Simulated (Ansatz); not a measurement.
Job for Ansatz (a program for electronic structure): U-wB97M-V/def2-TZVPP on O2 (SMILES O=O).

Ansatz 0.2 input:
```yaml
crystal:
  periodic: [false, false, false]
  atoms:
    - {symbol: O, position_ang: [0.00000000, -0.00000000, 0.60215214]}
    - {symbol: O, position_ang: [-0.00000000, 0.00000000, -0.60215214]}
basis:
  gaussian:
    orbitals: def2-TZVPP
hamiltonian:
  xc: {name: wB97M-V}
magnetization: {spin_polarized: true, initial_magnetization: 2}
```

Output:

```
WARN ansatz: RAYON_NUM_THREADS=4 ignored (pool sized by the plan → 4); use --threads N
Functional definition: wB97M-V
integrals: 0.01 GiB planned
302 factors; their error is unknown
integrals: 0.05 GiB planned
54 factors; integrals over basis functions are off by at most 1.1e-4 eV
mean field: 0.21 GiB planned
mean field evaluation 1: about -4090.8272 eV, gradient 1.1e1 eV
mean field evaluation 2: about -4091.2062 eV, gradient 3.6e0 eV
mean field evaluation 4: about -4091.2353 eV, gradient 1.5e-1 eV
mean field evaluation 8: about -4091.2474 eV, gradient 9.3e-4 eV
mean field -4091.24738186 eV, -150.3505681362 hartree, gradient 2.5e-6 eV, S^2 2.007885; 0 other end points of the search recorded, 0 dependent functions left out
reference -4091.24739746 eV, -150.3505687097 hartree; 9, 7 occupied and 53, 55 virtual orbitals, 302 factors
Total energy: -4091.24739746 eV, -150.3505687097 hartree
```

The calculation finished and met its thresholds.

Cost: very roughly 1.5 core-seconds.
